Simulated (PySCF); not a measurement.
H3S, SMILES [SH3+], charge +1. Atoms are numbered in the order given.

```xyz
4

S      0.0000     0.0000     0.1144
H     -0.9949    -0.5744    -0.6099
H      0.0000     1.1489    -0.6099
H      0.9949    -0.5744    -0.6099
```
Charge +1, spin multiplicity 1.

Geometry: B3LYP-D3(BJ)/def2-TZVPD. The isomer is the one that the SMILES or the coordinates give; other isomers of the formula were not compared.

Computed with ωB97X/def2-TZVPD (PySCF).

Mulliken values depend strongly on the basis, most of all with diffuse functions as here. ESP charges are fitted to the potential on shells at 1.4 to 2.0 van der Waals radii. Atomic charges (e):

```csv
atom,Mulliken,ESP fit
S1,-0.13,?
H2,0.38,?
H3,0.38,?
H4,0.38,?
```

Task: What belongs in the gaps? (An estimate is asked for; the answer gives what the named calculation found.)

Result: 
- S1, ESP fit: 0.38
- H2, ESP fit: 0.21
- H3, ESP fit: 0.20
- H4, ESP fit: 0.21
